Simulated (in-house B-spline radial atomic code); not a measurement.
## PBE0 excitations of Si²⁺

Method: PBE0. Computed with an all-electron radial atomic-structure program (B-spline basis): linear response of the closed shell [Ne] 3s2 with the functional's adiabatic kernel; scalar-relativistic (spin-free one-electron X2C), finite nucleus, no spin-orbit coupling, no double excitations, S, P, D and F terms only.

Command:
```bash
python run_td.py task.json out
```
Settings (radii: box in bohr, nucleus in fm):
```
Z                        14
electrons                12
configuration            [Ne] 3s2
hamiltonian              x2c
method                   pbe0
box_radius               29.48
rms_radius               3.1224
intervals                74
```

Time taken, with all properties: 0.7 s on 1 thread of Arm Neoverse N1, with other jobs on the host.

The lowest states, in the order of their Tamm-Dancoff energies; the method's threshold (minus the highest occupied level) is 29.690 eV. Labels give the largest channel, * marks a mixed state, and oscillator strengths are full-response dipole values. Semilocal kernels can invert the small singlet-triplet splittings of Rydberg terms. Energies in eV:

```json
{"state": "3s → 3p 3P", "full response": "?", "Tamm-Dancoff": "?", "oscillator strength": "-"}
{"state": "3s → 3p 1P", "full response": "10.203", "Tamm-Dancoff": "10.611", "oscillator strength": "1.62"}
{"state": "3s → 3d 3D", "full response": "?", "Tamm-Dancoff": "?", "oscillator strength": "-"}
{"state": "3s → 3d 1D", "full response": "17.881", "Tamm-Dancoff": "17.888", "oscillator strength": "-"}
{"state": "3s → 4s 3S", "full response": "18.532", "Tamm-Dancoff": "18.540", "oscillator strength": "-"}
{"state": "3s → 4s 1S", "full response": "19.256", "Tamm-Dancoff": "19.274", "oscillator strength": "-"}
{"state": "3s → 4p 3P", "full response": "20.891", "Tamm-Dancoff": "20.901", "oscillator strength": "-"}
{"state": "3s → 4p 1P", "full response": "21.239", "Tamm-Dancoff": "21.273", "oscillator strength": "0.0139"}
{"state": "3s → 4d 3D", "full response": "23.818", "Tamm-Dancoff": "23.829", "oscillator strength": "-"}
{"state": "3s → 4d 1D", "full response": "24.082", "Tamm-Dancoff": "24.083", "oscillator strength": "-"}
```

Q: Where does 3s → 3d 3D lie?

A: At 16.470 eV in full response, 16.545 eV in Tamm-Dancoff.

Q: Where does 3s → 3p 3P lie?

A: At 5.879 eV in full response, 6.188 eV in Tamm-Dancoff.

Q: How large is the singlet-triplet splitting of 3s → 3p (P terms) in Tamm-Dancoff?

A: 4.42 eV, from the unrounded values.

Q: What polarisabilities and dispersion coefficient does the method give?

A: Dipole 11.84 bohr³, quadrupole 35.89 bohr⁵, C6 40.99 hartree·bohr⁶ for two such species.
